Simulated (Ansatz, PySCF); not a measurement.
Gas-phase reaction in SMILES: C[SiH](C)O[SiH](Cl)Cl + 6 [H][H] (H2) → 2 C (CH4) + 2 Cl (HCl) + O (H2O) + 2 [SiH4] (SiH4)
Geometries: B3LYP-D3(BJ)/def2-TZVP minima from Ansatz (a quantum-chemistry and plane-wave program), one conformer each, not searched for the lowest. Frequencies are from Ansatz or PySCF.
Geometry of the first species:
SMILES: C[SiH](C)O[SiH](Cl)Cl
```xyz
15

C     -2.1678    -1.0660     0.5123
Si    -1.7940     0.1966    -0.8062
C     -2.3525     1.9050    -0.3191
O     -0.1482     0.2394    -1.0748
Si     1.2743     0.0695    -0.3539
Cl     1.6425    -1.9095     0.0538
Cl     1.2859     1.0944     1.4321
H     -1.7025    -0.7880     1.4607
H     -1.7960    -2.0525     0.2308
H     -3.2452    -1.1438     0.6764
H     -2.3973    -0.2009    -2.0986
H     -1.8796     2.2129     0.6159
H     -3.4356     1.9331    -0.1772
H     -2.0945     2.6365    -1.0871
H      2.3496     0.5846    -1.2011
```
Charge 0, spin multiplicity 1.

Wanted: energy of full hydrogenation (0 K, with B3LYP-D3(BJ) harmonic zero-point energies), in kcal/mol. Cores are frozen in the correlated levels unless marked. No spin-orbit coupling. No relativistic terms. CBS marks a two-point X^-3 extrapolation of the correlation energy; Hartree-Fock from the larger set.

| level | program | energy of full hydrogenation (kcal/mol) |
|---|---|---|
| BLYP-D4/def2-TZVPD | Ansatz + dftd4 | 86.2 |
| CAM-B3LYP-D3(BJ)/def2-TZVPD | Ansatz + dftd3 | [?] |
| SCS-MP2/aug-cc-pV(T+d)Z | Ansatz | 85.3 |
| CCSD(T)/CBS(cc-pV(T+d)Z,cc-pV(Q+d)Z) | Ansatz | [?] |

Task: What belongs in the gaps?

Result: 
- CAM-B3LYP-D3(BJ)/def2-TZVPD, energy of full hydrogenation (kcal/mol): 81.1
- CCSD(T)/CBS(cc-pV(T+d)Z,cc-pV(Q+d)Z), energy of full hydrogenation (kcal/mol): 88.4
